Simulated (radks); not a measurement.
Species: Cl II. Configuration: [Ne] 3s2 3p4. Calculated with a radial shooting solver on a logarithmic mesh with Libxc functionals: non-relativistic Kohn-Sham, TPSS, spin-polarised, spherical densities, point nucleus; open shells are filled with parallel spins first; meta-GGA in the generalised Kohn-Sham scheme.

Local quantities along the radius. ELF = 1/(1 + alpha^2) is the electron localisation function; alpha = (tau - tau_W)/tau_unif compares the Pauli kinetic energy density with that of the uniform gas (summed over spins).

| r (bohr) | ELF | alpha |
|---|---|---|
| 0.004779 | 1.000 | 0.01120 |
| 0.006124 | 1.000 | 0.01192 |
| 0.007785 | 1.000 | 0.01286 |
| 0.009897 | 1.000 | 0.01418 |
| 0.01258 | 1.000 | 0.01605 |
| 0.01599 | 1.000 | 0.01881 |
| 0.0205 | 0.999 | 0.02320 |
| 0.02606 | 0.999 | 0.03010 |
| 0.03312 | 0.998 | 0.04192 |
| 0.04211 | 0.996 | 0.06386 |
| 0.05353 | 0.988 | 0.1085 |
| 0.06805 | 0.958 | 0.2088 |
| 0.0872 | 0.823 | 0.4632 |
| 0.1109 | 0.489 | 1.022 |
| 0.1409 | 0.250 | 1.733 |
| 0.1792 | 0.282 | 1.595 |
| 0.2278 | 0.550 | 0.9045 |
| 0.2919 | 0.789 | 0.5171 |
| 0.371 | 0.860 | 0.4033 |
| 0.4717 | 0.824 | 0.4624 |
| 0.5996 | 0.505 | 0.9903 |
| 0.7622 | 0.111 | 2.837 |
| 0.9768 | 0.241 | 1.776 |
| 1.242 | 0.776 | 0.5372 |
| 1.579 | 0.877 | 0.3750 |
| 2.007 | 0.829 | 0.4540 |
| 2.551 | 0.633 | 0.7615 |
| 3.269 | 0.245 | 1.756 |
| 4.156 | 0.035 | 5.233 |
| 5.283 | 0.002 | 22.43 |

On this mesh the ELF has minima near r = 0.16, 0.86 bohr, which separate the shells, and maxima near 0.37 (0.86), 1.6 (0.88).
